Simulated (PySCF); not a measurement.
Telling isomers of C7H8O apart by NMR

PySCF 2.14.0 with density-fitted response routines calculation with σ from GIAO-PBE0/pcSseg-1, PBE0-D3(BJ)/def2-SVP geometry and J: B3LYP/pcJ-1 (spin–dipole term left out of most H,H and C,H couplings); equivalent nuclei averaged, a single conformation, relativity neglected, no solvent model.

Chemical shifts δ = σref − σ; ¹H (σref 31.27), ¹³C (σref 184.41) against TMS, all at this level. Multiplet labels drop J under 1 Hz and among equivalent protons, and merge close values. Unscaled 3J(H,H) run several per cent high. Shifts are as computed. Against solution values, carbons near 30 ppm lie about +2 ppm off and those near 130 ppm about +5 ppm. Of 1309 compounds with measured shifts, 239 miss one by over three times the rms of a fit or turn the order of signals round; such compounds aren't used in these exercises. OH and NH positions are gas-phase values without hydrogen bonding to other molecules.

(1) Tabulate the signals of `c1cc(C2CC2)co1`, `Cc1ccc(O)cc1` and their relative energies.

(2) What is the quickest way to tell c1cc(C2CC2)co1 from Cc1ccc(O)cc1?

## Answers

(1) 
| SMILES | carbon types | δC | δH | E rel. (kcal/mol) |
| --- | --- | --- | --- | --- |
| c1cc(C2CC2)co1 | 1×C 4×CH 2×CH2 | 146.9, 142.7, 134.4, 110.4, 11.1, 8.6 | 7.42 (d, 1H), 7.27 (dd, 1H), 5.95 (d, 1H), 1.52 (tt, 1H), 0.90 (m, 2H), 0.54 (m, 2H) | 36.4 |
| Cc1ccc(O)cc1 | 2×C 4×CH 1×CH3 | 160.0, 135.8, 132.8, 117.9, 22.2 | 7.14 (d, 2H), 6.67 (d, 2H), 3.63 (br s, 1H), 2.28 (s, 3H) | 0.0 |

Energies are electronic energies at PBE0/pcSseg-1 on these geometries, without zero-point or thermal terms, each for the one conformer computed, which needn't be the lowest.

(2) Count the carbon signals: 6 against 5. The first has a three-membered-ring carbon (CH2) at 11.1 ppm, the second a methyl carbon on an aromatic ring (CH3) at 22.2 ppm. Their most deshielded carbons lie at 146.9 and 160.0 ppm.
